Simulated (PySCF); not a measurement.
# Ionisation energy of Pd²⁰⁺ by level of theory

Pd²⁰⁺ [Ar] 3d8 [3d3/2^4 3d5/2^4, M_J = 4] → Pd²¹⁺ [Ar] 3d7 [3d3/2^4 3d5/2^3, M_J = 9/2], as a difference of total energies. Calculation: PySCF 2.14, in an uncontracted even-tempered set (17 s from 2.3 bohr⁻², ratio 2.8; 12 p from 2.9 bohr⁻², ratio 2.8; 8 d from 2.9 bohr⁻², ratio 2.8; 4 f from 13 bohr⁻², ratio 3); the two-component X2C-1e Hamiltonian. Correlated levels: [Ne] frozen; the 76 highest virtual spinors dropped. "Screened" scales the spin-orbit matrix elements by Boettger's factors to mimic the two-electron term; Breit and QED terms are absent.

```csv
method,ionisation energy (eV)
GHF (spin-free),935.14
GMP2 (spin-free),936.44
GHF (screened spin-orbit),933.93
GMP2 (screened spin-orbit),935.22
```

How much does correlation contribute at GMP2 (screened spin-orbit)?

935.22 − (933.93) = 1.29 eV, measured against GHF (screened spin-orbit).

Breit and QED terms and the two-electron picture change are absent.

The spin-free rows relax to the high-spin LS determinant and lack the spin-orbit shift.

The labels give the starting determinants; with spin-orbit coupling the two ends relaxed to ⟨J²⟩ = 20.00, ⟨L²⟩ = 12.25, ⟨S²⟩ = 1.95 and ⟨J²⟩ = 24.75, ⟨L²⟩ = 13.09, ⟨S²⟩ = 3.37.

For comparison: 933 ± 4 eV (theoretical estimate listed by NIST; NIST Atomic Spectra Database, ionization energies).
